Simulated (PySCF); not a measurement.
An unknown is described by computed data only.

Formula: C12H24O2Si.

| Quantity | Value |
| --- | --- |
| 1H NMR | chemical shifts (computed TMS as zero) by class: 6.53 (1 H), 6.34 (2 H), 6.31 (2 H), 6.22 (1 H), 1.34 (18 H) ppm [GIAO PBE0/pcSseg-1] |
| 13C NMR | chemical shifts (computed TMS as zero) by class: 145.8 (2 C), 145.5 (2 C), 72.2 (2 C), 33.3 (6 C) ppm [GIAO PBE0/pcSseg-1] |
| Dipole | 1.15 D [PBE0/pcSseg-1] |
| Rotational structure | rotational constants A, B, C: 0.616, 0.422, 0.360 GHz [PBE0-D3(BJ)/def2-SVP] |
| NMR, other nuclei | isotropic shieldings of nuclei other than C and H, by class: 224 (2 O), 390 (1 Si) ppm [GIAO PBE0/pcSseg-1] |

The electronic properties come from PySCF, for the isolated species, density fitting. Levels stand in brackets. One conformer (not necessarily the lowest) at the PBE0-D3(BJ)/def2-SVP geometry, without solvent, vibrations or thermal averaging. Each NMR value is the plain mean over a class of atoms that symmetry, rotation or inversion makes alike.

Question: Give a SMILES that accounts for the data.

Answer: 12 carbons fall into 4 classes; from least to most shielded: carbon bonded to C and 2 H (145.8 ppm, 2 C, up to 6.0 ppm apart in this geometry), carbon bonded to C, Si and H (145.5 ppm, 2 C, up to 8.2 ppm apart in this geometry), carbon bonded to 3 C and O (72.2 ppm, 2 C), carbon bonded to C and 3 H (33.3 ppm, 6 C, up to 2.5 ppm apart in this geometry). Hydrogen classes from least to most shielded: 1 H on a carbon bonded to C and 2 H (6.53 ppm), 2 H on 2 like atoms (carbon bonded to C, Si and H) (6.34 ppm), 2 H on 2 like atoms (carbon bonded to C and 2 H) (6.31 ppm, a mean of values up to 0.8 ppm apart in this geometry), 1 H on a carbon bonded to C and 2 H (6.22 ppm), 18 H on 6 like atoms (carbon bonded to C and 3 H) (1.34 ppm, a mean of values up to 1.3 ppm apart in this geometry). The other shieldings belong to: 224 ppm, oxygen bonded to C and Si; 390 ppm, silicon bonded to 2 C and 2 O. The optimised geometry has point group C1 and is an asymmetric top. Structure: Si(vinyl)2(OtBu)2, `C=C[Si](C=C)(OC(C)(C)C)OC(C)(C)C`. The assignments are read from this structure; whether some other isomer fits the data as well wasn't checked.
